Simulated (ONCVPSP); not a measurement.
## Potentials for Ir (Z = 77) compared

Generated with ld1.x 7.5 (TM, RRKJ, ultrasoft, PAW), atompaw 4.2 or ONCVPSP 4.0.1. The cutoff is in Ry: for ld1.x and atompaw files where the sum of valence levels is converged to 10 mRy in a Bessel basis, for ONCV files where the hardest occupied wave has 1 mHa per electron of residual kinetic energy. The error is the largest all-electron minus pseudo excitation energy over each file’s own four to seven test configurations (ionisations up to +4, promotions, holes and added fractions of an electron), all of which were solved. The labels leave out finer settings (local radius, basis sizes, second energies), which also bear on the numbers. Spin-polarised tests are not counted. The rows are a selection from randomly drawn settings: files with unsolved tests, undetermined cutoffs or missed reference levels are left out.

| potential | cutoff (Ry) | largest error (meV) | bound ghosts |
| --- | --- | --- | --- |
| ONCV, revPBE, fully relativistic, rc 1.25/1.85/2.25 (spd), local smoothed, core correction no, reference 5s2 5p6 5d7 6s1, qcut 7.5/8/6.6, projectors 3/2/2 | 64 | +5.4 | none |
| ONCV, PBE, scalar-relativistic, rc 1.70/1.65/1.85 (spd), local smoothed, core correction no, reference 5s2 5p6 5d7 6s1.5, qcut 8.3/7.9/10, projectors 3/1/2 | 51 | -97 | none |
| ONCV, LDA (Perdew-Zunger), scalar-relativistic, rc 1.50/1.80/1.95 (spd), local smoothed, core correction yes, reference 5s2 5p6 5d7 6s2, qcut 10.1/5.9/7, projectors 2/2/2 | 65 | -14 | none |
| ONCV, PBEsol, scalar-relativistic, rc 1.40/1.60/1.70 (spd), local smoothed, core correction yes, reference 5s2 5p6 5d7.5 6s1.5, qcut 9/10.5/4.9, projectors 2/2/2 | 76 | -11 | none |
| ONCV, PBE, scalar-relativistic, rc 1.90/1.95/1.50 (spd), local smoothed, core correction yes, reference 5s2 5p6 5d7 6s1 6p1, qcut 5.6/6.1/6.4, projectors 2/2/1 | 35 | -12 | none |

(1) Fill in the row for Ir: ONCV, PBE, scalar-relativistic, rc 1.45/1.50/1.95/1.90 (spdf), local smoothed, core correction yes, reference 5s2 5p6 5d7 6s2, qcut 8.4/11.7/7.3/6.7, projectors 2/2/3/2.

## Answers

(1) cutoff 83 Ry, largest error -14 meV, bound ghosts: none.
